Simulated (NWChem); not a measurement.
Species: CHCl2FOSi; SMILES O=C[Si](F)(Cl)Cl

```xyz
7

O     -0.5975     2.5261    -0.2856
C      0.1277     1.8265     0.3681
Si    -0.0136    -0.0880     0.3421
F     -0.2453    -0.6068     1.8509
Cl    -1.5699    -0.6822    -0.8163
Cl     1.7546    -0.8684    -0.3159
H      0.9354     2.2685     1.0144
```
Atoms are numbered in this order, from 1.

Computed with NWChem. Pople sets run with spherical d functions. All runs use the structure optimised with PBE0/def2-SVP. Vzz is the largest principal value of the second derivative of the potential at the nucleus (NWChem prints the opposite sign); η is the asymmetry. Non-relativistic.

```
level                  Vzz O1 (a.u.)  η O1  Vzz Cl5 (a.u.)  η Cl5  Vzz Cl6 (a.u.)  η Cl6
---------------------  -------------  ----  --------------  -----  --------------  -----
Hartree-Fock/def2-SVP              …  0.69           2.071   0.03           1.998   0.01
Hartree-Fock/6-31G*           -2.278  0.64           2.193   0.03           2.092   0.02
CAM-B3LYP/def2-SVP            -2.159  0.67           2.085   0.04           2.011   0.02
CAM-B3LYP/6-31G*              -2.112  0.63           2.189   0.04           2.093   0.03
```

Question: Fill in the missing entries.

Answer: 
- Hartree-Fock/def2-SVP, Vzz O1 (a.u.): -2.329
